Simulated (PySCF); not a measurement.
## Worked example: dipole moment from atomic charges

CH3ClOTe, SMILES O([Te]Cl)C. Atoms are numbered in the order given.

```xyz
7

Te     0.0086    -0.2091     0.6244
Cl    -1.4019     1.3120    -0.5347
O      1.4968    -0.2816    -0.6717
C      1.2805    -0.9610    -1.8877
H      0.5271    -0.4491    -2.5111
H      2.2405    -0.9566    -2.4273
H      0.9608    -2.0077    -1.7384
```

Coordinates come from a PBE0-D3(BJ)/def2-SVP optimisation. The def2 effective core potentials stand for the cores of Te; spin–orbit coupling is left out. The values are those of a single conformer.

Charges (e) from PySCF with r2SCAN/def2-TZVP:

| atom | Mulliken | ESP fit |
|---|---|---|
| Te1 | 0.467 | 0.241 |
| Cl2 | -0.279 | -0.158 |
| O3 | -0.410 | -0.244 |
| C4 | -0.120 | -0.079 |
| H5 | 0.120 | 0.066 |
| H6 | 0.118 | 0.111 |
| H7 | 0.103 | 0.063 |

The dipole moment of the full density is 1.97 D.

**Question.** What dipole moment does each set of point charges give, and which comes closer to that of the density?

**Answer.** 
μ = Σ q r, and 1 e Å = 4.8032 D.
Mulliken: Σ q r = (0.054, -0.606, 0.176) e Å, |μ| = 3.04 D.
ESP fit: Σ q r = (0.101, -0.375, 0.003) e Å, |μ| = 1.87 D.
ESP fit comes closer in size. Point charges leave out the atoms' own dipoles (lone pairs, polarised bonds); fits to the potential absorb them, partitions of the density don't.
